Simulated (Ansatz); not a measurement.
Q: Name a neutral molecule of C, Cl, O, Si and H with HOMO–LUMO gap (B3LYP/def2-TZVPP) between 6.15 and 6.45 eV and size of the dipole moment (B3LYP/def2-TZVPP) between 0.75 and 1.05 D (Ansatz, PBE0-D4/def2-TZVP geometry).

A: `O/C=C(\Cl)[SiH2]O` (6.25 eV, 0.80 D). Other molecules can fit too; these were computed, each in one conformer that needn't be the lowest.

B3LYP here is the variant with VWN-RPA as its local correlation; programs differ in this.
